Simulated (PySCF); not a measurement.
A structure optimised at PBE-D3(BJ)/def2-SVP, used in a PySCF frequency run:

```xyz
4

Ga     0.0000     0.0000     0.0000
Br     2.2842     0.0000     0.0000
Br    -1.1421    -1.9782     0.0000
Br    -1.1421     1.9782     0.0000
```

Problem. Write its SMILES, formula and point group.

Solution. [Br][Ga]([Br])[Br], Br3Ga, D3h

Problem. What are its rotational constants (standard atomic weights)?

Solution. 0.80811, 0.80811, 0.40406 GHz
